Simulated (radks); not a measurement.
The bismuth anion Bi3-, [Rn], held by a Watson sphere: a shell of charge +4.06 at radius R that stands for the Madelung well of a crystal (potential energy -4.06/R inside, -4.06/r outside, in hartree with lengths in bohr). Calculated with a radial shooting solver on a logarithmic mesh with Libxc functionals: scalar-relativistic Kohn-Sham, LDA (Slater exchange, VWN5 correlation), spin-unpolarised, spherical densities, finite nucleus; Fermi nuclear charge, rms radius of each element as measured or else 0.836 A^(1/3) + 0.57 fm. Response by self-consistent Sternheimer equations with the Hartree and adiabatic LDA kernel, the relativistic mass of each level held fixed and spin-orbit coupling left out. The sphere does not respond.

R (bohr),e(5d) (eV),e(6s) (eV),e(6p) (eV),<r> 6p (bohr),sum of <r^2> (bohr^2),X-ray form factor at sin(theta)/lambda = 0.1 1/angstrom,alpha (bohr^3)
3.35,-32.566,-21.740,-12.821,3.023,106.5,79.662,60.17
4.4,-29.938,-18.395,-10.007,3.445,126.5,79.078,117.7
5.28,-28.592,-16.676,-8.270,3.770,144.3,78.735,196.1
5.31,-28.554,-16.629,-8.220,3.781,145.0,78.725,199.4
5.71,-28.092,-16.059,-7.588,3.920,153.5,78.611,247.5
6.14,-27.665,-15.546,-6.993,4.065,162.9,78.513,309.4
